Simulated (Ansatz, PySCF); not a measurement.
Process, species as SMILES: FBF [difluoroborane] → [BH]F + F atom (the B-F bond at the site shown breaks; other sites are not compared here)
Structures are relaxed separately at B3LYP-D3(BJ)/def2-TZVP in Ansatz (a first-principles code). Frequencies are from Ansatz or PySCF.

Property: bond dissociation energy (enthalpy at 298 K, with B3LYP-D3(BJ) rigid-rotor harmonic-oscillator terms), in eV. Cores are frozen in the correlated levels unless marked. UHF or UKS for open shells. No spin-orbit coupling. Non-relativistic. CBS(X,Y): correlation extrapolated as X^-3; Hartree-Fock from the larger set.

CCSD(T)/CBS(aug-cc-pVTZ,aug-cc-pVQZ) (Ansatz) gives 7.56 eV.

Task: Another calculation gave 7.32 eV. Which level was it?
A. revPBE/def2-TZVPD (Ansatz)
B. B3LYP/def2-TZVPD (Ansatz)
C. wB97M-V/def2-TZVPD (Ansatz)
D. MN15/def2-TZVPD (PySCF)

Result: B, B3LYP/def2-TZVPD (Ansatz). The others give 7.17 (revPBE), 7.51 (wB97M-V), 7.62 (MN15) eV.
